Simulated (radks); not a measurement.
Valence configurations of Ru (all share [Kr]). Method: scalar-relativistic Kohn-Sham, r2SCAN, spin-polarised, spherical densities, finite nucleus; open shells are filled with parallel spins first (spin-orbit coupling, left out, can overturn this in heavy ions); meta-GGA in the generalised Kohn-Sham scheme; Fermi nuclear charge, rms radius 4.4809 fm; computed with a radial shooting solver on a logarithmic mesh with Libxc functionals. Energies are relative to 4d7 5s1; eigenvalues in eV for spin up.

[
 {"valence": "4d7 5s1", "E (eV)": "0.000", "moment (Bohr magnetons)": "4", "e(4d)": "-6.282", "e(5p)": "-", "e(5s)": "-5.029"},
 {"valence": "4d6.5 5s1.5", "E (eV)": "0.364", "moment (Bohr magnetons)": "4", "e(4d)": "-7.790", "e(5p)": "-", "e(5s)": "-5.470"},
 {"valence": "4d7.5 5s0.5", "E (eV)": "0.715", "moment (Bohr magnetons)": "3", "e(4d)": "-4.990", "e(5p)": "-", "e(5s)": "-4.136"},
 {"valence": "4d6 5s2", "E (eV)": "0.728", "moment (Bohr magnetons)": "4", "e(4d)": "-9.321", "e(5p)": "-", "e(5s)": "-5.824"},
 {"valence": "4d8", "E (eV)": "1.323", "moment (Bohr magnetons)": "2", "e(4d)": "-3.776", "e(5p)": "-", "e(5s)": "-"},
 {"valence": "4d6.5 5s1 5p0.5", "E (eV)": "1.385", "moment (Bohr magnetons)": "5", "e(4d)": "-8.386", "e(5p)": "-1.853", "e(5s)": "-6.184"},
 {"valence": "4d7 5s0.5 5p0.5", "E (eV)": "1.955", "moment (Bohr magnetons)": "4", "e(4d)": "-7.067", "e(5p)": "-1.513", "e(5s)": "-5.325"},
 {"valence": "4d7.5 5p0.5", "E (eV)": "2.419", "moment (Bohr magnetons)": "3", "e(4d)": "-5.830", "e(5p)": "-1.220", "e(5s)": "-"},
 {"valence": "4d6 5s1 5p1", "E (eV)": "3.088", "moment (Bohr magnetons)": "6", "e(4d)": "-10.488", "e(5p)": "-2.564", "e(5s)": "-7.221"},
 {"valence": "4d7 5p1", "E (eV)": "3.851", "moment (Bohr magnetons)": "4", "e(4d)": "-7.796", "e(5p)": "-1.925", "e(5s)": "-"}
]

NIST lists [Kr] 4d7 5s1 as the ground configuration; this level of theory agrees among the configurations tried. The energies are those of spherical high-spin densities, not of single terms.
